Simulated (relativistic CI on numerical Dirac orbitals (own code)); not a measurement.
**Electric-dipole lines of Xe LIV**

Method of calculation: Dirac equation for one electron, model QED (radiative potential, 1s self-energy scaled to tabulated hydrogen-like ionisation energies) (own radial code, finite nucleus).

CI space: 1s, 2s, 2p, 3s, 3p, 3d, 4s, 4p, 4d, 4f, 5s, 5p, 5d, 5f, 5g, 6s, 6p, 6d. Levels of other configurations are missing.

```
λ vac (nm)            Lower            Upper   A (s⁻¹)  log gf  S velocity/length
   0.03963    1s 2S_1/2 [1]   2p 2P°_3/2 [4]  5.13e+15   -0.32               1.00
   0.04018    1s 2S_1/2 [1]   2p 2P°_1/2 [2]  5.43e+15   -0.58               1.00
   0.15629   2p 2P°_1/2 [2]   4d 2D_3/2 [12]  1.63e+14   -0.62               1.00
   0.16483   2p 2P°_3/2 [4]   4d 2D_5/2 [15]  1.75e+14   -0.37               1.00
   0.20745   2p 2P°_1/2 [2]    3d 2D_3/2 [7]  4.89e+14    0.10               1.00
   0.20769    2s 2S_1/2 [3]   3p 2P°_3/2 [8]  1.81e+14   -0.33               1.00
   0.21221    2s 2S_1/2 [3]   3p 2P°_1/2 [5]  2.14e+14   -0.54               1.00
   0.22186   2p 2P°_3/2 [4]    3d 2D_5/2 [9]  5.46e+14    0.38               1.00
   0.22343   2p 2P°_3/2 [4]    3d 2D_3/2 [7]  9.07e+13   -0.57               1.00
   0.41485   3p 2P°_1/2 [5]   5d 2D_3/2 [19]  2.50e+13   -0.59               1.00
   0.43194    3d 2D_3/2 [7]  5f 2F°_5/2 [21]  3.72e+13   -0.20               1.00
   0.43198   3p 2P°_3/2 [8]   5d 2D_5/2 [22]  2.91e+13   -0.31               1.00
   0.43727    3d 2D_5/2 [9]  5f 2F°_7/2 [24]  3.87e+13   -0.05               1.00
   0.59525   3p 2P°_1/2 [5]   4d 2D_3/2 [12]  4.95e+13    0.02               1.00
   0.59583    3s 2S_1/2 [6]  4p 2P°_3/2 [13]  2.36e+13   -0.30               1.00
   0.61152    3s 2S_1/2 [6]  4p 2P°_1/2 [10]  2.88e+13   -0.49               1.00
   0.62850    3d 2D_3/2 [7]  4f 2F°_5/2 [14]  1.12e+14    0.60               1.00
   0.62858   3p 2P°_3/2 [8]   4d 2D_5/2 [15]  5.96e+13    0.33               1.00
   0.63854    3d 2D_5/2 [9]  4f 2F°_7/2 [16]  1.17e+14    0.76               1.00
   0.88422  4p 2P°_3/2 [13]   6d 2D_5/2 [30]  7.35e+12   -0.29               1.00
    1.2928  4p 2P°_1/2 [10]   5d 2D_3/2 [19]  9.92e+12    0.00               1.00
    1.2939   4s 2S_1/2 [11]  5p 2P°_3/2 [20]  5.50e+12   -0.26               1.00
    1.3561   4d 2D_3/2 [12]  5f 2F°_5/2 [21]  2.07e+13    0.53               1.00
    1.3563  4p 2P°_3/2 [13]   5d 2D_5/2 [22]  1.25e+13    0.31               1.00
    1.3747  4f 2F°_5/2 [14]   5g 2G_7/2 [23]  3.52e+13    0.90               1.00
    1.3748   4d 2D_5/2 [15]  5f 2F°_7/2 [24]  2.20e+13    0.70               1.00
    1.3834  4f 2F°_7/2 [16]   5g 2G_9/2 [25]  3.62e+13    1.02               1.00
    2.3899  5p 2P°_1/2 [17]   6d 2D_3/2 [28]  2.90e+12    0.00               1.00
    2.3919   5s 2S_1/2 [18]  6p 2P°_3/2 [29]  1.77e+12   -0.22               1.00
    2.4974  5p 2P°_3/2 [20]   6d 2D_5/2 [30]  3.74e+12    0.32               1.00
```

Terms are leading LS components. Brackets give the number of a level in order of energy, since labels repeat. The list gives strong lines, with weight on those to low levels. Levels whose partners in the same complex of configurations lie outside the list can be far off, and so can their lines. Rates are taken at the computed energies, electric ones in the length gauge. A velocity-to-length ratio far from 1 marks an uncertain rate.
